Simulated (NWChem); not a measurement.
# CdNH₂F; SMILES [NH2][Cd][F]

```xyz
5

Cd    -0.0022    -0.0207     0.0144
F      0.0052    -1.9498    -0.0183
N      0.0052     1.9764     0.0497
H     -0.8017     2.3582    -0.4439
H      0.8251     2.3493    -0.4296
```
Atoms are numbered in this order, from 1.

All runs use the structure optimised with PBE0/def2-SVP. def2 effective core potentials on Cd; no spin-orbit coupling.

### Question
List the 4 lowest vertical singlet excitations and the 4 lowest triplet ones from BHandHLYP/def2-SVP with def2 effective core potentials on Cd, TDA (NWChem).

### Answer
```tsv
state	energy (eV)	oscillator strength	leading excitation (squared amplitude)
S1	5.00	0.058	HOMO → LUMO (0.92)
S2	6.20	0.024	HOMO → LUMO+1 (0.99)
S3	6.68	0.054	HOMO → LUMO+2 (0.82)
S4	7.17	0.019	HOMO−2 → LUMO (0.92)
T1	4.13	spin-forbidden	HOMO → LUMO (0.94)
T2	6.05	spin-forbidden	HOMO → LUMO+2 (0.53)
T3	6.05	spin-forbidden	HOMO → LUMO+1 (0.55)
T4	6.56	spin-forbidden	HOMO−1 → LUMO (0.86)
```
